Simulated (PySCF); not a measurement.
Molecule: Al(Et)(OH)2, SMILES C[CH2][Al]([OH])[OH] (C2H7AlO2). Atoms near the plane z = 1.5 Å, at the PBE0/def2-SVP optimised geometry (x, y, z in Å): Al1 (0.3, 0.2, 0.0), C2 (-0.6, -1.5, 0.0), C3 (-2.2, -1.5, 0.1), H4 (-0.2, -2.1, 0.8), H7 (-2.5, -1.0, 1.0), H8 (-2.6, -2.5, 0.0), O9 (2.0, 0.2, 0.0), H10 (2.6, 0.9, 0.0), O11 (-0.6, 1.6, 0.0), H12 (-0.3, 2.5, 0.0).

Method: PBE0/def2-TZVP (PySCF 2.14.0). The values are rescaled to run from 0 to 1.

```
|                               |
|                               |
|                               |
|                               |
|                               |
|                               |
|                               |
|                               |
|             ..                |
|            ....               |
|           ..::.               |
|           ..::.               |
|            ....               |
|             ..    ....        |
|                  ..::..       |
|       ..         ..::..       |
|      .--:.. ..    ....        |
|     .=%%+:......              |
|     :*@@#-:::::.              |
|     :+%@#=:----:.             |
|     .-+*=-:-+*+:.             |
|      .:-:::-*%#-.             |
|      ......:+#*-.             |
|            .:--.              |
|             ...               |
|                               |
|                               |
|                               |
|                               |
|                               |
|                               |
```
Scale: ten equal steps from 0.000 (start of ' ') to 1.00 (end of '@'), in the order ' .:-=+*#%@'; x runs from -5.00 to 5.00, y from -5.00 (bottom) to 5.00 (top).

### Question
Which quantity is mapped?
A) an orbital amplitude
B) electrostatic potential
C) Laplacian of the electron density
D) deformation density (molecule minus spherical neutral atoms)

### Answer
C, Laplacian of the electron density. In full: Laplacian of the electron density (e/bohr⁵).
